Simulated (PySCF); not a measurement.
Exercise with solution: refractive index and permittivity of the vapour

C2H7BS2, SMILES CSBSC.

Coordinates come from a B3LYP-D3(BJ)/def2-SVP optimisation. The structure was generated by enumeration, and PubChem lists no compound with its InChIKey, so it may never have been made. Other conformers were not sampled.

PBE/def2-TZVP run with PySCF gives a mean static polarisability of 84.9 bohr³ and a dipole moment of 2.13 D. Take an ideal gas at 298.15 K and 0.1 bar, whether or not the substance is that volatile.

**Question.** Work out n − 1 in the optical limit and the static ε − 1.

**Answer.** 
Polarisability volume α' = 84.9 × 0.148185 = 12.58 Å³. Number density N = p/kT = 2.43e-6 Å⁻³.
Dilute limit of Lorentz–Lorenz: n − 1 = 2π N α' = 0.00019.
Orientation term of Debye: μ²/(3kT) = 8.098 Å³ × μ²(D²) = 36.74 Å³.
ε − 1 = 4π N (α' + μ²/3kT) = 0.0015. Orientation of the dipole supplies 74 % of the static response; it can't follow optical fields. Vibrational polarisation and dispersion are left out.
